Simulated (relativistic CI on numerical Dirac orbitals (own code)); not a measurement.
One change at a time: W⁷⁰⁺

Base calculation: Dirac-Coulomb-Breit CI, KLI orbitals optimised for each configuration, QED by a radiative potential, unscaled Slater integrals.

CI space (outside the closed core 1s2): 2s2, 2s 2p, 2p2, 2p 3s, 2p 3p, 2s 3s, 2s 3p, 2s 3d, 2s 4s, 2s 4p, 2s 4d, 2s 4f, 3s2, 3s 3p, 3p2. Levels of other configurations are missing.

Variants: (1) P86 correlation estimate; (2) configuration mixing switched off; (3) Breit term removed. Shifts of the energy above 2s2 1S_0, in eV, for the lowest level and the first level of each name with at least 55 % of one term (blank where a level changes its place among those of its configuration and J or its character, or is not in the variant):

```
      Level     Base  Δ(1)   Δ(2)   Δ(3)
   2s2 1S_0      0.0   0.0    0.0    0.0
2s 2p 3P°_0    172.7  -0.1  -10.8  -18.0
2s 2p 3P°_1    206.8  -0.1  -10.8  -13.0
   2p2 3P_0    486.8  -0.3  -18.7  -37.3
2s 2p 3P°_2   1653.2  -0.1  -10.9   +6.1
2s 2p 1P°_1   1744.5  -0.1  -10.8   +2.9
   2p2 3P_1   1923.3  -0.4  -10.9  -16.4
   2p2 1D_2   1941.5  -0.4  -10.6   -7.9
   2p2 3P_2   3416.6  -0.4  -10.8   +7.3
   2p2 1S_0   3485.6  -0.4  -13.4   -2.6
 2s 3s 3S_1  10984.6  +0.9   -9.9  +14.7
 2s 3s 1S_0  11019.0  +0.9   -7.2  +13.0
2s 3p 3P°_0  11065.7  +1.0  -10.9   +7.7
2s 3p 3P°_1  11065.9  +1.0   -9.8  +10.3
```

At this charge energies of transitions that change n are usually good to better than 1 %, and those within a shell (Δn = 0) to a few per cent.

Ionisation energy from the two ground configurations alone: base 19347.2 eV; Breit term removed 19366.3 eV. The NIST ASD value (semi-empirical) is 19362 eV.

LS names give the leading component of a level, which can be under half, so a name can repeat, a term be missing and a line seem to break the LS rules.
